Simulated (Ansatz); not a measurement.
The same path of Cl2GaH + H4Si (9 atoms, charge 0, multiplicity 1) was run twice with different band settings. Lost on the way: Ga1–H2, Si5–H9. Made: Ga1–Si5, H2–H9.

These are results of Ansatz 0.2.0, RKS PBE0/def2-SVP, not measurements.

Relaxed end points:

```xyz
9
Properties=species:S:1:pos:R:3
Ga -0.044 0.356 0.146
H 0.203 1.325 1.331
Cl 1.573 -0.362 -1.092
Cl -1.999 0.040 -0.694
Si 0.173 -2.780 1.129
H -0.280 -3.072 -0.254
H 1.624 -3.039 1.325
H -0.653 -3.498 2.139
H -0.052 -1.304 1.412
```

```xyz
9
Properties=species:S:1:pos:R:3
Ga -0.118 -0.810 -0.334
H 0.545 0.625 1.862
Cl 1.512 0.341 -1.149
Cl -2.053 0.059 -0.709
Si 0.166 -2.923 0.754
H -0.129 -4.010 -0.227
H 1.569 -3.056 1.247
H -0.788 -3.015 1.899
H -0.160 0.454 2.100
```

Common settings: spring 5.0 eV/Å²; optimiser quadratic models (default); start path through a guess of the saddle point; force threshold 0.03 eV/Å; iteration limit 60; end points relaxed.

| run | movable images | climbing image |
| --- | --- | --- |
| 1 | 7 | yes |
| 2 | 3 | no |

**Question.** What does each run give, and how far can it be trusted?

**Answer.** Run 1: converged after 12 iterations, highest image 1.866 eV above the first end. Neighbouring images differ by up to 1.5 eV, so the band resolves the path poorly. A vibrational analysis at the climbing image gives one clearly imaginary mode, 1365i cm⁻¹, and a faint second one (38i cm⁻¹) that may be numerical noise or a soft torsion: probably a first-order saddle point.
Run 2: converged after 38 iterations, highest image 0.093 eV above the first end. No image climbed, so the highest image needn't sit at the top of the path. A band with more images between the same ends climbed to 1.87 eV, so this one has probably stepped over the top. So few images can step over the top or miss a turn of the path.
The orbitals stay closed-shell, which can raise the energy where a bond breaks towards radicals; this wasn't checked here.
